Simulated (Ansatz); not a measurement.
`[SiH3][Sn]([Cl])([Cl])[Cl]` + ethylmethylamine → `CC[N](C)[Sn]([Cl])([Cl])[Cl]` + SiH₄ at 400 K and 1 bar (cleavage of the Sn–Si bond).

Computed with Ansatz on PBE0-D4/def2-TZVP structures; ΔE is electronic, products minus reactants. CCSD(T)/CBS adds triple-zeta CCSD(T) − MP2 to the extrapolated MP2 energy (def2 sets, frozen cores). This one scheme is used for every species. Elements past krypton have def2 core potentials. For Sn outer-core shells are correlated without core-valence functions, which leaves a few kJ/mol of doubt a bond. One conformer a species, not always the lowest.

```csv
species,CCSD(T)/CBS energy (Eh),H − E (kJ/mol),S (J/(mol·K))
`[SiH3][Sn]([Cl])([Cl])[Cl]`,-1884.38944,114.9,453.9
`CCNC`,-174.26710,345.0,331.8
`CC[N](C)[Sn]([Cl])([Cl])[Cl]`,-1767.18252,353.1,531.6
SiH₄,-291.46306,96.9,218.6
```

H − E and S are ideal-gas, rigid-rotor, harmonic terms from PBE0-D4/def2-TZVP, for one conformer and one mirror image of each species. 1 Eh = 2625.50 kJ/mol, R = 8.31446 J/(mol·K).

Problem. By hand: ΔE, ΔH, ΔS and ΔG.

Solution. ΔE = (-1767.18252) + (-291.46306) − (-1884.38944) − (-174.26710) = 0.01096 Eh = 28.8 kJ/mol. Δ(H − E) = 353.1 + 96.9 − 114.9 − 345.0 = -9.9, so ΔH = 18.9 kJ/mol. ΔS = 531.6 + 218.6 − 453.9 − 331.8 = -35.5 J/(mol·K). ΔG = 18.9 − 400 × (-35.5)/1000 = 33.1 kJ/mol.

Problem. By hand: the equilibrium constant, and the temperature at which ΔG would vanish if ΔH and ΔS stayed fixed.

Solution. log₁₀ K = −ΔG/(RT ln 10) = -4.3. ΔH and −TΔS have one sign here, so there is no such temperature.

TΔS isn't small against ΔH here. A doubt of 5 kJ/mol in ΔE shifts log₁₀ K by 0.7 here. Other conformers and mirror images would add mixing entropy, several J/(mol·K) or more a flexible species. Modes under 60 cm⁻¹, often nearly free rotors, make the harmonic entropy too high. These are equilibria of isolated gas molecules and say nothing of rates. Largest T1 diagnostic: 0.011 (customary marks: 0.02 for closed shells, 0.045 for open ones).
